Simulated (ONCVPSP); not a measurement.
An all-electron radial function and its pseudo partner (Si)

Columns: radius, all-electron u(r) and pseudo u(r) of the 3s shell (level -18.91 eV) of silicon in the configuration [Ne] 3s2 3p1; BLYP, scalar-relativistic, ONCV scheme, ONCVPSP 4.0.1.

```
r (bohr)  all-electron  pseudo
   0.110        0.1071  0.0283
   0.220       -0.1881  0.0602
   0.330       -0.3465  0.0980
   0.440       -0.3441  0.1423
   0.550       -0.2397  0.1926
   0.660       -0.0871  0.2478
   0.770        0.0789  0.3076
   0.880        0.2376  0.3722
   0.990        0.3782  0.4419
   1.100        0.4961  0.5154
   1.210        0.5901  0.5888
   1.320        0.6612  0.6558
   1.430        0.7118  0.7091
   1.540        0.7441  0.7438
   1.650        0.7605  0.7605
   1.760        0.7637  0.7637
   1.870        0.7558  0.7558
   1.980        0.7391  0.7391
   2.090        0.7156  0.7156
   2.200        0.6871  0.6871
   2.310        0.6549  0.6550
   2.420        0.6205  0.6205
   2.530        0.5847  0.5847
   2.640        0.5484  0.5484
   2.750        0.5122  0.5123
   2.860        0.4767  0.4767
```

(1) How many radial nodes do the two functions have?

(2) At about which radius was the pseudo-wave matched?

(3) Where does each function peak?

(4) Is the pseudo-wave norm-conserving?

Answers

(1) The all-electron 3s function has n − l − 1 = 2; the pseudo-wave has 0, since the states of the same l below it are removed with the core.

(2) 1.60 bohr, where the columns begin to agree (steps of 0.11 bohr).

(3) Outermost all-electron maximum near 1.76 bohr, pseudo maximum near 1.76 bohr (to the table’s step).

(4) Yes: the ONCV scheme keeps the norm inside the radius equal to the all-electron one, which fixes the energy derivative of the logarithmic derivative at the level.
